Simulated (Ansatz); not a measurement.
One change: `CC[O][GaH2]` becomes `CCO[SiH2]C`.

Ansatz, PBE0-D4/def2-TZVP geometries, multiplicity 1. Each molecule was computed in one conformer, which needn't be the lowest.

Scalar relativity is left out up to krypton.

```json
{"property": "HOMO energy (PBE0/def2-TZVPP) / eV", "`CC[O][GaH2]`": "-7.74"}
{"property": "HOMO energy (B3LYP/def2-TZVPP) / eV", "`CC[O][GaH2]`": "-7.54"}
{"property": "HOMO–LUMO gap (ωB97M-V/def2-TZVPP) / eV", "`CC[O][GaH2]`": "10.67"}
{"property": "LUMO energy (B3LYP/def2-TZVPP) / eV", "`CC[O][GaH2]`": "-1.41"}
{"property": "HOMO–LUMO gap (PBE0/def2-TZVPP) / eV", "`CC[O][GaH2]`": "6.61"}
{"property": "size of the dipole moment (ωB97M-V/def2-TZVPP) / D", "`CC[O][GaH2]`": "1.22"}
```

Task: What does the change do to each property? (Best estimate.)

Result: Computed: 
```
                                          property  `CCO[SiH2]C`  shift
                HOMO energy (PBE0/def2-TZVPP) / eV         -7.88  -0.14
               HOMO energy (B3LYP/def2-TZVPP) / eV         -7.68  -0.14
           HOMO–LUMO gap (ωB97M-V/def2-TZVPP) / eV         12.60   1.93
               LUMO energy (B3LYP/def2-TZVPP) / eV          0.55   1.96
              HOMO–LUMO gap (PBE0/def2-TZVPP) / eV          8.69   2.08
size of the dipole moment (ωB97M-V/def2-TZVPP) / D          0.41  -0.81
```

With PBE0 the HOMO falls by 0.14 eV and the LUMO rises by 1.93 eV, so the gap widens by about 2.07 eV. PBE moves the HOMO by -0.05 eV and ωB97M-V by -0.11 eV. Dipoles are sizes alone; their direction can turn.

B3LYP here is the variant with VWN-RPA as its local correlation; programs differ in this.
